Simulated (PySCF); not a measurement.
**Spectroscopy problems**

Level of theory: NMR shieldings at PBE0/pcSseg-1/GIAO, GFN2-xTB geometry, in PySCF 2.14 (fast rotation and ring inversion assumed for equivalent nuclei, relativity neglected, gas phase, single conformer).

Shifts are taken against calculated references (same method and geometry level): ¹H (31.72 ppm), ¹³C (186.93 ppm) against TMS. Splittings of carbon signals by F and P are missing where no couplings were computed. Where no couplings were computed, multiplicities follow the n + 1 count of equivalent neighbours, and m marks all less simple cases (inequivalent or close neighbours, rings, F or P nearby). Shifts are as computed. Against solution values, carbons near 30 ppm lie about +3 ppm off and those near 130 ppm about +5 ppm. Of 1211 compounds with measured shifts, 218 miss one by over three times the rms of a fit or turn the order of signals round; such compounds aren't used in these exercises.

Task: C4H5FOSi. ¹H NMR (500 MHz, computed): δ 6.62 (m, 1H), 5.64 (m, 2H), 3.68 (s, 2H). ¹³C{¹H} NMR (computed): δ 189.2 (C), 186.2 (C), 158.0 (CH), 57.5 (CH2). Identify the compound.

Result: `O=C1C=C([SiH2]F)C1`. Rings plus π bonds: 3 (1 ring in the answer). 4 carbon signals for 4 carbons: no two carbons are equivalent. Carbon types of the structure: 2 × C, 1 × CH, 1 × CH2, leaving 2 H on heteroatoms. δC 189.2: ketone carbonyl carbon; the double bond to the heteroatom, with no lone-pair donor beside it, deshields it most. δC 186.2: β carbon of a C=C–C=O unit; conjugation with the carbonyl draws π density from the β position. δC 158.0: α carbon of a C=C–C=O unit; the olefinic region. δC 57.5: sp3 CH2 α to a carbonyl; the adjacent C=O deshields it moderately.

This is the structure that produced the data.

Task: C7H5NO2. ¹H NMR (400 MHz, computed): δ 8.06 (m, 1H), 7.72 (m, 1H), 7.55 (m, 1H), 7.44 (m, 1H), 6.82 (m, 1H). ¹³C{¹H} NMR (computed): δ 155.3, 154.2, 146.9, 141.4, 138.2, 118.6, 116.8. What is it?

Result: `c1coc(-c2cocn2)c1`. The formula gives 6 degrees of unsaturation (2 rings in the answer). 7 carbon signals for 7 carbons: no two carbons are equivalent. Carbon types of the structure: 2 × C, 5 × CH, which accounts for all hydrogens. δC 154.2: substituted aromatic carbon next to the ring oxygen. δC 146.9, 138.2: aromatic CH next to the ring oxygen. δC 141.4: substituted aromatic carbon next to a ring nitrogen. δC 118.6, 116.8: aromatic CH.

The shifts were computed for this structure.

Task: C8H14O. ¹H NMR (600 MHz, computed): δ 5.56 (t, 1H), 4.01 (d, 2H), 3.33 (s, 3H), 3.05 (m, 1H), 3.00 (m, 1H), 2.36 (m, 1H), 2.30 (m, 1H), 2.28 (m, 1H), 1.16 (d, 3H). ¹³C{¹H} NMR (computed): δ 150.5 (C), 128.7 (CH), 71.6 (CH2), 57.2 (CH3), 38.5 (CH2), 36.8 (CH2), 25.8 (CH), 24.8 (CH3). Give a structure.

Result: SMILES COCC=C1CC(C)C1. The formula gives 2 degrees of unsaturation (1 ring in the answer). 8 carbon signals for 8 carbons: no two carbons are equivalent. Carbon types of the structure: 1 × C, 2 × CH, 3 × CH2, 2 × CH3, which accounts for all hydrogens. δC 150.5: fully substituted alkene carbon; an sp2 carbon of a C=C bond. δC 128.7: alkene CH; as expected for a trigonal carbon in a double bond. δC 71.6: allylic sp3 CH2 bonded to O; deshielded by the electronegative neighbour. δC 24.8: methyl carbon; saturated and bonded to C and H only.

The data come from this structure; uniqueness wasn't tested.
